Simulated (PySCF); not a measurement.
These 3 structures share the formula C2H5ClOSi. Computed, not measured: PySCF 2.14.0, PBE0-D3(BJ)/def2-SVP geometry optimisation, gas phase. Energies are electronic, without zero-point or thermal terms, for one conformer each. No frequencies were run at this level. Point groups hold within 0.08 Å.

Question: Order them by energy at this level, lowest first, and give relative energies in kcal/mol.
A. `[SiH3:1][O:2]/[CH:3]=[CH:4]/[Cl:5]` with Si1–O2–C3–C4 174°
B. `[CH2:1]=[CH:2][O:3][SiH2:4][Cl:5]` with C1–C2–O3–Si4 19°, C2–O3–Si4–Cl5 -72°
C. `[CH2:1]=[C:2]([Cl:3])[O:4][SiH3:5]` with C1–C2–O4–Si5 -179°

Answer: B (0.0), C (35.6), A (41.2).

```json
{"SMILES": "C=CO[SiH2]Cl", "E (Eh)": "-903.39715", "E rel (kcal/mol)": "0.0", "dipole (D)": "1.22", "point group": "C1", "A, B, C (MHz)": "5385, 2037, 1617"}
{"SMILES": "C=C(Cl)O[SiH3]", "E (Eh)": "-903.34039", "E rel (kcal/mol)": "35.6", "dipole (D)": "0.75", "point group": "Cs", "A, B, C (MHz)": "4947, 2304, 1602"}
{"SMILES": "[SiH3]O/C=C/Cl", "E (Eh)": "-903.33143", "E rel (kcal/mol)": "41.2", "dipole (D)": "2.03", "point group": "near Cs", "A, B, C (MHz)": "22864, 960.6, 932.3"}
```
